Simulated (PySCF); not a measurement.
## Two-dimensional NMR puzzle

Compound of formula C5H4F4O2. Correlations simulated from computed shifts and couplings:

HSQC (one-bond C–H):
| δH | δC | 1J(C,H) (Hz) |
| --- | --- | --- |
| 7.52 | 122.8 | 200 |
| 6.18 | 117.4 | 226 |
| 6.15 | 138.4 | 215 |
| 5.47 | 131.2 | 199 |

COSY cross peaks (|J| ≥ 2 Hz):
| δH | δH | abs. J (Hz) | bonds |
| --- | --- | --- | --- |
| 6.15 | 5.47 | 4.6 | 3 |

HMBC (two and three bonds, |J| ≥ 2.5 Hz):
| δH | δC [abs. J in Hz] |
| --- | --- |
| 7.52 | 153.3 [8.2], 131.2 [4.5] |
| 6.15 | 131.2 [23.3] |
| 5.47 | 138.4 [21.0], 122.8 [11.7] |

Carbons without hydrogens: δ 153.3.

Fast rotation and ring inversion assumed for equivalent nuclei, one conformer, relativity neglected, isolated molecule. σ from GIAO-PBE0/pcSseg-1; B3LYP/pcJ-1 coupling constants (spin–dipole term only in couplings to heteroatoms); PBE0-D3(BJ)/def2-SVP geometry; PySCF 2.14.

References, each an isolated molecule treated in the same way: 1H (31.27 ppm), 13C (184.41 ppm) vs TMS.

Exchangeable hydrogens are left out of these lists, and C,H couplings along chains are those of one rotamer, so weak HMBC peaks may be missing or extra.

Problem. Work out the connectivity.

Solution. SMILES F/C=C\O/C=C(/F)OC(F)F.

Mapped SMILES: `[F:1]/[CH:2]=[CH:3]\[O:4]/[CH:5]=[C:6](/[F:7])[O:8][CH:9]([F:10])[F:11]`. Hydrogens are named by the atom that carries them.

- δC 153.3 is C6, an alkene carbon bearing oxygen.
- δC 138.4 is C2, a β carbon of an enol-ether or enamine type C=C (δH 6.15).
- δC 131.2 is C3, an alkene carbon bearing oxygen (δH 5.47).
- δC 122.8 is C5, an alkene carbon bearing oxygen (δH 7.52).
- δC 117.4 is C9, an sp3 CH bonded to 2 F and O (δH 6.18).
- HMBC from δH 7.52 reaches the proton-free carbon C6.
- COSY links 6.15–5.47.

This is the structure that produced the data.

Common functionals overestimate the size of one-bond C–F couplings by tens of Hz; these are unscaled. Unscaled 3J(H,H) at this level run about 10 % above measured values. Shifts are as computed. Against solution values, carbons near 30 ppm lie about +2 ppm off and those near 130 ppm about +5 ppm. Of 1313 compounds with measured shifts, 239 miss one by over three times the rms of a fit or turn the order of signals round; such compounds aren't used in these exercises.
